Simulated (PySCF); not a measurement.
[VF6]3-: V(III) (d2), charge -3. The structure is a PBE0-D3(BJ)/def2-SVP, IEF-PCM water geometry optimised for multiplicity 3; coordination octahedral, point group Oh, metal–donor distances 1.94 Å.

Method (PySCF 2.14, density fitting): CASSCF(2,5) with orbitals averaged over all microstates of the shell, strongly contracted NEVPT2 on the averaged canonical orbitals; basis x2c-TZVPall on the metal, x2c-SVPall elsewhere; spin-free X2C; IEF-PCM water; spin-orbit coupling by state interaction with the mean-field operator over all roots.

CASSCF energies above the lowest CASSCF root:

| state | CASSCF / cm⁻¹ |
| --- | --- |
| 3T1g | 0 |
| 3T2g | 13771 |
| 1T2g | 14076 |
| 1Eg | 14419 |
| 3T1g | 27220 |
| 1A1g | 28874 |
| 3A2g | 29158 |
| 1T2g | 30039 |
| 1T1g | 33264 |
| 1Eg | 45398 |
| 1A1g | 67000 |

Q: How does dynamic correlation (SC-NEVPT2) move these states?

A: 
| state | NEVPT2 / cm⁻¹ | shift / cm⁻¹ |
| --- | --- | --- |
| 3T1g | 0 | 0 |
| 3T2g | 15858 | +2087 |
| 1T2g | 12115 | -1961 |
| 1Eg | 12365 | -2054 |
| 3T1g | 26259 | -961 |
| 1A1g | 26174 | -2700 |
| 3A2g | 33166 | +4008 |
| 1T2g | 29840 | -199 |
| 1T1g | 33037 | -227 |
| 1Eg | 47055 | +1657 |
| 1A1g | 63356 | -3644 |

No frequencies were computed for the optimised geometry. The ground state is orbitally degenerate in this regular structure, which would distort (Jahn–Teller). NEVPT2 lifts 3T2g from 13771 to 15858 cm⁻¹; on the d shell alone it tends to overshoot states that fill the eg-type orbitals. NEVPT2 on the d shell alone tends to put d–d bands too high for such charged or covalently bound ions.
